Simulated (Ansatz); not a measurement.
**Question.** Predict a relaxed structure of Al(NH2)3 (AlN₃H₆), charge 0, singlet, at r2SCAN-D4/def2-SVP (Ansatz).

**Answer.** 
```xyz
10

Al    0.000   -0.001   -0.002
N     1.454    0.452   -0.920
H     2.403    0.430   -0.563
H     1.467    0.774   -1.882
N    -1.534   -0.306   -0.850
H    -2.447   -0.353   -0.412
H    -1.634   -0.459   -1.848
N     0.079   -0.147    1.769
H     0.825    0.213    2.355
H    -0.613   -0.604    2.353
```
Point group D3 (tolerance 0.1 Å). This is one stationary point.
